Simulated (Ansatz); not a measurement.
A series at Sn: from `[CH3][Sn]([CH3])([CH3])[F]`, ligands are replaced one by one, each step taking up H–F and setting free CH₄; n counts the steps. Ansatz, PBE0-D4/def2-TZVP geometries.

```tsv
n	molecule	HOMO energy, ωB97M-V/def2-TZVPP (eV)
0	`[CH3][Sn]([CH3])([CH3])[F]`	?
1	`[CH3][Sn]([CH3])([F])[F]`	-10.89
2	`[CH3][Sn]([F])([F])[F]`	-12.43
3	`[F][Sn]([F])([F])[F]`	-14.97
```

Question: By hand: fit a straight line y = ȳ + b (n − n̄) to the 3 given rows and predict n = 0.

Answer: n̄ = 2.000, ȳ = -12.763; Σ(n − n̄)(y − ȳ) = -4.080, Σ(n − n̄)² = 2.000, so b = -2.040 eV a step. Prediction: -12.763 + (-2.040) × (-2.000) = -8.68 eV.

Question: By hand: compare with the computed value, -10.28 eV, and give the steps along the whole series.

Answer: The line misses by -1.60 eV (computed minus predicted). Steps: -0.61, -1.54, -2.54 eV.

The steps grow at each stage, from -0.61 to -2.54 eV, so the series is curved and an end member is harder to predict than an inner one. The highest orbital can change its character along such a series. The miss is 34.1 % of the series' range.
